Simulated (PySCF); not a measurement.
**A small calculation by hand: oscillator strength and radiative lifetime**

Si(Cl)2(H)(NHMe) (CH5Cl2NSi), SMILES CN[SiH](Cl)Cl.

Geometry optimised at PBE0-D3(BJ)/def2-SVP. One conformer was computed; it need not be the lowest.

TDDFT-PBE/def2-SVPD (PySCF) puts the first singlet state with f over 0.02 at 5.98 eV (vertical), with the transition dipole (0.383, -0.065, 0.176) in atomic units.

Task: Find the oscillator strength, the wavelength and the radiative lifetime that this transition would have in vacuum if emission retraced absorption.

Result: 
|μ|² = 0.1819 au, so |μ| = 1.08 D. ΔE = 5.98/27.211 = 0.2198 hartree. f = (2/3) ΔE |μ|² = 0.027 (the program prints 0.027).
λ = 1239.84/5.98 = 207 nm; ν = 48232 cm⁻¹.
Einstein's coefficient A = 0.6670 ν² f s⁻¹ (ν in cm⁻¹) = 4.1e7 s⁻¹, so τ = 1/A = 24 ns. This state is S2; the lower singlet has f = 0.002. The figure is the radiative limit of this one transition; relaxation, internal conversion, crossing to triplets and a medium change what is measured.
